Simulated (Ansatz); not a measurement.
Molecule: CH8O2Si2, net charge 0, singlet state. 
Structure (B3LYP-D3(BJ)/def2-TZVP (Ansatz, a quantum-chemistry and plane-wave program) minimum search):
SMILES: C(O[SiH3])O[SiH3]
```xyz
13

Si     1.7815    -1.0026     0.4465
O      0.4793    -0.2456     1.1420
C      0.0199     1.0224     0.7533
O     -0.4641     1.0298    -0.5642
Si    -1.7976     0.1745    -1.0567
H      1.4384    -1.5932    -0.8660
H      2.8836    -0.0261     0.2652
H      2.1754    -2.0703     1.3862
H     -0.7714     1.2987     1.4559
H      0.8308     1.7551     0.7941
H     -2.2008     0.7657    -2.3474
H     -1.4940    -1.2622    -1.2378
H     -2.8780     0.3183    -0.0500
```

Total electronic energies in hartree. Cores are frozen in the correlated levels unless marked. No spin-orbit coupling. Non-relativistic. CBS(X,Y): correlation extrapolated as X^-3; Hartree-Fock from the larger set.

```json
[
 {"level": "RI-HF/cc-pV(T+d)Z", "program": "Ansatz", "energy (Eh)": "-770.29008"},
 {"level": "PBE-D4/def2-TZVPD", "program": "Ansatz + dftd4", "energy (Eh)": "-771.98175"},
 {"level": "revPBE-D3(BJ)/def2-TZVPD", "program": "Ansatz + dftd3", "energy (Eh)": "-772.33232"},
 {"level": "r2SCAN/def2-TZVPD", "program": "Ansatz", "energy (Eh)": "-772.34787"},
 {"level": "r2SCAN-D3(BJ)/def2-TZVPD", "program": "Ansatz + dftd3", "energy (Eh)": "-772.35089"},
 {"level": "PBE0/STO-3G", "program": "Ansatz", "energy (Eh)": "-762.65225"},
 {"level": "PBE0-D4/def2-TZVP", "program": "Ansatz + dftd4", "energy (Eh)": "-772.04815"},
 {"level": "BHLYP-D3(BJ)/def2-TZVPD", "program": "Ansatz + dftd3", "energy (Eh)": "-772.42435"},
 {"level": "BHLYP/def2-TZVPD", "program": "Ansatz", "energy (Eh)": "-772.41000"},
 {"level": "r2SCAN0/def2-TZVPD", "program": "Ansatz", "energy (Eh)": "-772.31573"},
 {"level": "HSE06/def2-TZVPD", "program": "Ansatz", "energy (Eh)": "-772.01783"},
 {"level": "CAM-B3LYP-D3(BJ)/def2-TZVPD", "program": "Ansatz + dftd3", "energy (Eh)": "-772.45878"},
 {"level": "LC-wPBE/def2-TZVPD", "program": "Ansatz", "energy (Eh)": "-772.21153"},
 {"level": "B2PLYP-D4/def2-TZVPD", "program": "Ansatz + dftd4", "energy (Eh)": "-772.12904"},
 {"level": "MP2/cc-pVTZ", "program": "Ansatz", "energy (Eh)": "-771.17722"},
 {"level": "MP2/cc-pV(Q+d)Z", "program": "Ansatz", "energy (Eh)": "-771.27713"},
 {"level": "SCS-MP2/6-31G*", "program": "Ansatz", "energy (Eh)": "-770.76816"},
 {"level": "SCS-MP2/aug-cc-pV(D+d)Z", "program": "Ansatz", "energy (Eh)": "-770.96810"},
 {"level": "CCSD/6-31G*", "program": "Ansatz", "energy (Eh)": "-770.82434"},
 {"level": "CCSD/aug-cc-pV(T+d)Z", "program": "Ansatz", "energy (Eh)": "-771.25907"},
 {"level": "CCSD/cc-pwCVTZ", "program": "Ansatz", "energy (Eh)": "-771.25315"},
 {"level": "CCSD(T)/6-31G*", "program": "Ansatz", "energy (Eh)": "-770.84165"},
 {"level": "CCSD(T)/CBS(cc-pV(T+d)Z,cc-pV(Q+d)Z)", "program": "Ansatz", "energy (Eh)": "-771.4025"}
]
```

Totals of different functionals don't rank their quality; only differences between species are comparable.
